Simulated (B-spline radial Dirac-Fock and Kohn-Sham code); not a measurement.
**Pt³⁵⁺: scattering cross sections and density moments**

System: platinum as Pt³⁵⁺ in the configuration [Kr] 4d7.

Input of the calculation (task.json; shells as n, l, electrons):

```json
{"items": [{
  "Z": 78,
  "q": 35,
  "cfg": [[1, 0, 2], [2, 0, 2], [2, 1, 6], [3, 0, 2], [3, 1, 6], [3, 2, 10], [4, 0, 2], [4, 1, 6], [4, 2, 7]],
  "A": 195,
  "rrms": 5.427,
  "do": ["scatter"],
  "s": [0.0, 0.09, 0.11, 0.13, 0.16, 0.2, 0.25, 0.3, 0.37, 0.45, 0.56, 0.68, 0.84, 1.03, 1.26, 1.54, 1.89, 2.32, 2.85, 3.49, 4.28, 5.25, 6.44],
  "pz": [0, 0.1, 0.15, 0.21, 0.31, 0.45, 0.65, 0.95, 1.4, 2.0, 2.9, 4.2, 6.2, 9.0, 13.0, 19.0, 28.0, 40.0, 58.0, 85.0, 120.0],
  "hv_scatter": [5000, 8047.8, 10000, 20000, 30000, 50000, 200000, 1000000]
}]}
```

Command: `python xray_run.py task.json out`

Method: Dirac-Fock orbitals of the configuration average with a finite nucleus. Computed with an atomic code on a B-spline grid.

```
Sum of ⟨r⟩                          : 9.720 bohr
Sum of ⟨r²⟩                         : 3.410 bohr²
Sum of ⟨1/r⟩                        : 541.91 per bohr
Langevin diamagnetic susceptibility : -2.70 × 10⁻⁶ cm³/mol
Lamb shielding (α²/3)Σ⟨1/r⟩         : 9619 ppm
```

Coherent scattering is the Thomson cross section weighted by f₀², without anomalous dispersion; incoherent scattering is Klein-Nishina weighted by S. The Lamb formula is the non-relativistic shielding expression. Electron correlation is left out. A dash stands where the photon energy is too low for the impulse approximation behind that column.

| hν (keV) | coherent (b) | incoherent (b) | incoherent per electron (b) |
| --- | --- | --- | --- |
| 5 | 1123 | – | – |
| 8.0478 | 985.2 | 2.330 | 0.0542 |
| 10 | 889.0 | 3.248 | 0.0755 |
| 20 | 506.7 | 7.501 | 0.174 |
| 30 | 324.0 | 10.47 | 0.244 |
| 50 | 162.1 | 13.70 | 0.319 |
| 200 | 16.54 | 15.40 | 0.358 |
| 1000 | 0.7984 | 8.934 | 0.208 |

Incoherent scattering overtakes coherent scattering between 200 and 1000 keV.
